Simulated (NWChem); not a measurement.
System: SeO, triplet; SMILES [Se]=O

NWChem printed, in part:

```
             Northwest Computational Chemistry Package (NWChem) 7.3.0
             --------------------------------------------------------

 ORDER OF PRIMARY AXIS IS BEING SET TO 4
 C4V symmetry detected

                             Geometry "geometry" -> ""
                             -------------------------

 Output coordinates in angstroms (scale by  1.889725989 to convert to a.u.)

  No.       Tag          Charge          X              Y              Z
 ---- ---------------- ---------- -------------- -------------- --------------
    1 O                    8.0000     0.00000000     0.00000000    -1.29850914
    2 Se                  34.0000     0.00000000     0.00000000     0.30553156

 Effective nuclear repulsion energy (a.u.)      89.7335156806

      Symmetry information
      --------------------

 Group name             C4v
 Group number             18
 Group order               8
 No. of unique centers     2

                                Z-matrix (autoz)
                                --------

 Units are Angstrom for bonds and degrees for angles

      Type          Name      I     J     K     L     M      Value
      ----------- --------  ----- ----- ----- ----- ----- ----------
    1 Stretch                  1     2                       1.60404

                           NWChem Geometry Optimization
                           ----------------------------

 maximum gradient threshold         (gmax) =   0.000450
 rms gradient threshold             (grms) =   0.000300
 maximum cartesian step threshold   (xmax) =   0.001800
 rms cartesian step threshold       (xrms) =   0.001200
 fixed trust radius                (trust) =   0.300000
 source of zmatrix                         =   autoz

          -------------------
          Energy Minimization
          -------------------

 Using diagonal initial Hessian
 Scaling for Hessian diagonals: bonds = 1.00  angles = 0.25  torsions = 0.10

          --------
          Step   0

                                 NWChem DFT Module
                                 -----------------

 Summary of "ao basis" -> "ao basis" (spherical)
 ------------------------------------------------------------------------------
       Tag                 Description            Shells   Functions and Types
 ---------------- ------------------------------  ------  ---------------------
 O                          def2-svp                 6       14   3s2p1d
 Se                         def2-svp                12       32   5s4p3d

      Symmetry analysis of basis
      --------------------------

        a1         18
        a2          0
        b1          4
        b2          4
        e          20

            General Information
            -------------------
          SCF calculation type: DFT
          Wavefunction type:  spin polarized.
          No. of atoms     :     2
          No. of electrons :    42
           Alpha electrons :    22
            Beta electrons :    20
          Charge           :     0
          Spin multiplicity:     3
          Use of symmetry is: on ; symmetry adaption is: on
          Maximum number of iterations: 150
          AO basis - number of functions:    46
                     number of shells:    18
          Convergence on energy requested:  1.00D-06
          Convergence on density requested:  1.00D-05
          Convergence on gradient requested:  5.00D-04

              XC Information
              --------------
                         PBE0 Method XC Functional
                     Hartree-Fock (Exact) Exchange  0.250
          PerdewBurkeErnzerhof Exchange Functional  0.750
            Perdew 1991 LDA Correlation Functional  1.000 local
           PerdewBurkeErnz. Correlation Functional  1.000 non-local

             Grid Information
             ----------------
          Grid used for XC integration:  medium
          Radial quadrature: Mura-Knowles
          Angular quadrature: Lebedev.
          Tag              B.-S. Rad. Rad. Pts. Rad. Cut. Ang. Pts.
          ---              ---------- --------- --------- ---------
          O                   0.60       49           6.0       434
          Se                  1.15      112           6.0       590
          Grid pruning is: on
          Number of quadrature shells:   161
          Spatial weights used:  Erf1

      Superposition of Atomic Density Guess
      -------------------------------------

 Sum of atomic energies:       -2474.20293911

      Non-variational initial energy
      ------------------------------

 Total energy =   -2474.306227
 1-e energy   =   -3625.137989
 2-e energy   =    1061.098246
 HOMO         =      -0.188303
 LUMO         =      -0.188303

 !!!!!!!!!!!!!!!!!!!!!!!!!!!!!!!!!!!!!!!!!!!!!!!!!!!!!!!!!!!!!!!!!!!!!!
 Warning - the HOMO and LUMO are degenerate and you are using symmetry.
 This can lead to non-variational energies and poor convergence.
 Modify the initial guess, or use an open-shell wavefunction, or turn
 off symmetry.
 !!!!!!!!!!!!!!!!!!!!!!!!!!!!!!!!!!!!!!!!!!!!!!!!!!!!!!!!!!!!!!!!!!!!!!

   Symmetry analysis of molecular orbitals - initial alpha
   -------------------------------------------------------

 !! scf_movecs_sym_adapt:    8 vectors were symmetry contaminated

[...]

      ----------------------
      Optimization converged
      ----------------------

  Step       Energy      Delta E   Gmax     Grms     Xrms     Xmax
  ---- ---------------- -------- -------- -------- -------- --------
@    2   -2475.99661604 -7.7D-06  0.00000  0.00000  0.00167  0.00289
                                     ok       ok

                                Z-matrix (autoz)
                                --------

 Units are Angstrom for bonds and degrees for angles

      Type          Name      I     J     K     L     M      Value     Gradient
      ----------- --------  ----- ----- ----- ----- ----- ---------- ----------
    1 Stretch                  1     2                       1.64188    0.00000

                         Geometry "geometry" -> "geometry"
                         ---------------------------------

 Output coordinates in angstroms (scale by  1.889725989 to convert to a.u.)

  No.       Tag          Charge          X              Y              Z
 ---- ---------------- ---------- -------------- -------------- --------------
    1 O                    8.0000     0.00000000     0.00000000    -1.31742828
    2 Se                  34.0000     0.00000000     0.00000000     0.32445070

 Effective nuclear repulsion energy (a.u.)      87.6655430133

      Symmetry information
      --------------------

 Group name             C4v
 Group number             18
 Group order               8
 No. of unique centers     2

                Final and change from initial internal coordinates
                --------------------------------------------------

                                Z-matrix (autoz)
                                --------

 Units are Angstrom for bonds and degrees for angles

      Type          Name      I     J     K     L     M      Value       Change
      ----------- --------  ----- ----- ----- ----- ----- ---------- ----------
    1 Stretch                  1     2                       1.64188    0.03784

 ==============================================================================
                                internuclear distances
 ------------------------------------------------------------------------------
       center one      |      center two      | atomic units |  angstroms
 ------------------------------------------------------------------------------
    2 Se               |   1 O                |     3.10270  |     1.64188
 ------------------------------------------------------------------------------
                         number of included internuclear distances:          1
 ==============================================================================

[second-derivative integrals and response iterations left out]

  Vibrational analysis via the FX method

  See chapter 2 in "Molecular Vibrations" by Wilson, Decius and Cross

  Vib: Default input used

[...]

 Rotational Constants
 --------------------
 A=   0.000000 cm-1  (  0.000000 K)
 B=   0.470203 cm-1  (  0.676501 K)
 C=   0.470203 cm-1  (  0.676501 K)

 Temperature                      =   298.15K
 frequency scaling parameter      =   1.0000

 Linear Molecule

 Zero-Point correction to Energy  =    1.368 kcal/mol  (  0.002180 au)
 Thermal correction to Energy     =    2.876 kcal/mol  (  0.004582 au)
 Thermal correction to Enthalpy   =    3.468 kcal/mol  (  0.005526 au)

 Total Entropy                    =   53.736 cal/mol-K
   - Translational                =   39.545 cal/mol-K (mol. weight =  94.9132)
   - Rotational                   =   14.080 cal/mol-K (symmetry #  =        1)
   - Vibrational                  =    0.111 cal/mol-K

 Cv (constant volume heat capacity) =    5.392 cal/mol-K
   - Translational                  =    2.979 cal/mol-K
   - Rotational                     =    1.986 cal/mol-K
   - Vibrational                    =    0.426 cal/mol-K

[normal modes left out]

 ----------------------------------------------------------------------------
 Normal Eigenvalue ||           Projected Infra Red Intensities
  Mode   [cm**-1]  || [atomic units] [(debye/angs)**2] [(KM/mol)] [arbitrary]
 ------ ---------- || -------------- ----------------- ---------- -----------
    1        0.000 ||    0.004636           0.107         4.519      17.220
    2        0.000 ||    0.004636           0.107         4.519      17.220
    3        0.000 ||    0.000940           0.022         0.916       3.490
    4        0.000 ||    0.000940           0.022         0.916       3.490
    5        0.000 ||    0.000000           0.000         0.000       0.000
    6      957.219 ||    0.005002           0.115         4.876      18.579
 ----------------------------------------------------------------------------
```

Level: PBE0/def2-SVP, spin-unrestricted. This build's default masses of Se (78.918 u) and Br (79.917 u) are each other's, which moves their modes by up to 0.6 %.

Task: Write an input that gives this output.

Result: Several could match; the one computed here: the input that was run:
```
start job
memory heap 200 mb stack 900 mb global 1100 mb
geometry units angstroms
  O      0.051040    -0.027764    -1.332515
  Se    -0.010342     0.005626     0.270003
end
basis spherical
  * library def2-svp
end
dft
  odft
  mult 3
  xc pbe0
  iterations 150
end
driver
  maxiter 120
end
task dft optimize
task dft freq
```
